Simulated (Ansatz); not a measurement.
## Worked example: the barrier

An elementary step of AlNH8O4, closed shell (AlH₃O₃ ([OH][Al]([OH])[OH]) + H₂O + NH₃ → AlNH₄O₂ ([NH2][Al]([OH])[OH]) + H₂O + H₂O (still joined by a long Al–O bond); bonds formed: O2–H7, H5–O8; bonds broken: H5–N6, H7–O8; bonds weakened to dative contacts: Al1–O2). “Start” is the structure reached by relaxing down from the saddle towards the reactants; PBE0-D4/def2-TZVP structures. The saddle:

Al1  (-0.250, -0.729, 0.503)
O2  (0.436, 0.879, 1.146)
O3  (-1.924, -0.890, 0.829)
O4  (0.940, -1.790, 1.144)
H5  (0.277, 0.990, -1.326)
N6  (-0.140, -0.356, -1.344)
H7  (0.605, 1.543, 0.266)
O8  (0.687, 1.979, -0.971)
H9  (1.241, 0.762, 1.658)
H10  (-2.277, -0.974, 1.712)
H11  (0.803, -2.729, 1.240)
H12  (-1.026, -0.478, -1.820)
H13  (0.548, -0.899, -1.853)
H14  (0.080, 2.691, -1.184)
(Å)

Ansatz 0.2.0; basis: def2-TZVPP and def2-QZVPP; cores frozen in the correlated methods.

Energies in eV:

| quantity | saddle | start |
| --- | --- | --- |
| Hartree–Fock, triple zeta (X = 3) | -16349.88955 | -16351.18855 |
| Hartree–Fock, quadruple zeta (X = 4) | -16350.57097 | -16351.88239 |
| MP2 correlation, X = 3 | -36.20294 | -35.71831 |
| MP2 correlation, X = 4 | -39.05826 | -38.58098 |
| CCSD(T) correlation, X = 3 | -37.97961 | -37.55074 |

(1) Work out the barrier at the basis limit: extrapolate Hartree–Fock as E(X) = E∞ + A exp(−7.88 √X) and the MP2 correlation as E(X) = E∞ + B X^−2.97 (the exponents that Neese and Valeev fitted for def2-TZVPP and QZVPP), then add CCSD(T) − MP2 in triple zeta.

The T1 diagnostic stays at or below 0.011.

Results:

(1) Each step is linear, so take the differences first (saddle − start): Hartree–Fock 1.29900 (X = 3) and 1.31142 (X = 4); MP2 correlation -0.48463 and -0.47728; CCSD(T) correlation -0.42887.
Two points give E∞ = E(4) + w [E(4) − E(3)], with w = 1/(exp(7.88 (2 − √3)) − 1) = 0.1377 for Hartree–Fock and w = 1/((4/3)^2.97 − 1) = 0.7407 for the correlation.
Hartree–Fock: 1.31142 + 0.1377 × 0.01242 = 1.3131 eV.
MP2 correlation: -0.47728 + 0.7407 × 0.00735 = -0.4718 eV.
CCSD(T) − MP2: -0.42887 − (-0.48463) = 0.0558 eV.
Sum: 1.3131 + (-0.4718) + 0.0558 = 0.8971 eV, or 20.69 kcal/mol. Plain CCSD(T) in triple zeta gives 0.8701 eV, so the larger basis shifts the result by 0.0270 eV.

Labels in which every atom is bracketed show which atoms are joined, not bond orders.

For scale, one of the runs: CCSD(T)/def2-TZVPP, 309 basis functions, launched by `ansatz run in.yaml --threads 4 --pin off --events-out ev --progress --plain --max-ram 46080MiB --backend cuda --devices 0, --max-vram 37GiB`. Time: 9 s of wall clock on 4 CPU threads of an AMD EPYC 7R13 and a share of one NVIDIA H100; the host was shared. Peak host memory: 0.86 GiB.
